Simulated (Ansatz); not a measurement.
# Worked example: SiH2(CH3)(OH) + SiH(CH3)(CN) → SiH(CH3)(OH) + SiH2(CH3)(CN)

Species: SiH2(CH3)(OH), singlet; SiH(CH3)(CN), doublet; SiH(CH3)(OH), doublet; SiH2(CH3)(CN), singlet. A radical takes H: the energy is the difference in strength between two Si–H bonds in different surroundings.

Shapes, held fixed at every level: PBE0-D4/def2-TZVP. Flexible molecules stand in one conformer, not always the lowest. Programs: Ansatz 0.2.0. The zero-point and thermal change to 298 K, harmonic and unscaled (PBE0-D4/def2-TZVP), is +0.1 kJ/mol.

At CCSD(T)/CBS estimate; 1 Eh = 2625.50 kJ/mol:

```
      species  energy (Eh)
SiH2(CH3)(OH)  -405.969455
 SiH(CH3)(CN)  -422.238539
 SiH(CH3)(OH)  -405.312132
SiH2(CH3)(CN)  -422.894995
```

Work out ΔH(298 K) of the reaction at this level.


1. Products less reactants: (-405.312132) + (-422.894995) − [(-405.969455) + (-422.238539)] = 0.000867 Eh = +2.3 kJ/mol.
2. With the thermal change: +2.3 + (+0.1) = +2.4 kJ/mol.

Other levels give -7.7 (MP2/def2-SVP) to +5.3 kJ/mol (CCSD(T)/def2-SVP). No measured value is set beside it here. Spin contamination: SiH(CH3)(CN) (⟨S²⟩ up to 0.81). Open shells run unrestricted. The CBS estimate extrapolates MP2 from def2-TZVPP and def2-QZVPP and adds CCSD(T) − MP2 in the triple-zeta set, cores frozen. That is about zero within the method's error.
